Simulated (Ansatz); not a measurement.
Program: Ansatz. Geometries: PBE0-D4/def2-TZVP. ΔE: electronic, gas phase. CBS: MP2 limit from def2 TZ/QZ plus the TZ coupled-cluster correction, frozen cores. DFT in def2-TZVPP. Each species was taken in one conformer, which may not be the lowest.

`O[SiH2][AlH][SiH3]` + `FB1CN1` → `O[SiH2][AlH][F]` + `[SiH3]B1CN1`  (redistribution)

| level | ΔE (kJ/mol) |
| --- | --- |
| r2SCAN | -68.6 |
| CCSD/CBS(def2) | -76.7 |

(1) What does CCSD(T)/CBS give? (Best estimate.)

Largest T1 diagnostic among the species: 0.014.

Results:

(1) Computed: -77.3 kJ/mol. The listed levels differ from it by 8.7, 0.6 kJ/mol.

In def2-TZVPP, CCSD(T) changes the Hartree–Fock value by −5.1 kJ/mol (the triples alone add −0.6 kJ/mol) and MP2 by −14.2 kJ/mol.
